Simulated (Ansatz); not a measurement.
```yaml
crystal:
  periodic: [false, false, false]
  atoms:
    - {symbol: N, position_ang: [4.279427, -1.768766, -1.014467]}
    - {symbol: C, position_ang: [3.630394, -0.906962, -0.546329]}
    - {symbol: C, position_ang: [2.831405, 0.131527, 0.018088]}
    - {symbol: C, position_ang: [3.523415, 1.239352, 0.591894]}
    - {symbol: N, position_ang: [4.083701, 2.157461, 1.067557]}
    - {symbol: C, position_ang: [1.424348, 0.065944, 0.009498]}
    - {symbol: C, position_ang: [0.738609, -1.063011, -0.575689]}
    - {symbol: C, position_ang: [-0.629492, -1.126552, -0.584485]}
    - {symbol: C, position_ang: [-1.424369, -0.066408, -0.008737]}
    - {symbol: C, position_ang: [-2.831446, -0.131436, -0.018295]}
    - {symbol: C, position_ang: [-3.630322, 0.907460, 0.545537]}
    - {symbol: N, position_ang: [-4.279133, 1.769747, 1.013092]}
    - {symbol: C, position_ang: [-3.523496, -1.238818, -0.592902]}
    - {symbol: N, position_ang: [-4.083809, -2.156424, -1.069507]}
    - {symbol: C, position_ang: [-0.738625, 1.062367, 0.576785]}
    - {symbol: C, position_ang: [0.629472, 1.125911, 0.585577]}
    - {symbol: H, position_ang: [1.336213, -1.874985, -1.016587]}
    - {symbol: H, position_ang: [-1.143554, -1.990198, -1.032448]}
    - {symbol: H, position_ang: [-1.336239, 1.874278, 1.017789]}
    - {symbol: H, position_ang: [1.143521, 1.989514, 1.033638]}
basis:
  gaussian: {orbitals: def2-TZVP}
magnetization: {spin_polarized: true, initial_magnetization: 2}
hamiltonian: {xc: pbe0, dispersion: d4}
scf: {omitted_lower_state_checks: [starts]}
output: {orbitals: {seedname: orbitals}}
```

```sh
$ ansatz run in.yaml --threads 4 --pin off --events-out ev --progress --plain --max-ram 6963MiB
```

(1) Does this run fit into the memory that it is given?

## Answers

(1) No. It has 520 basis functions, and Ansatz plans for 8 GiB where 7 GiB are given.
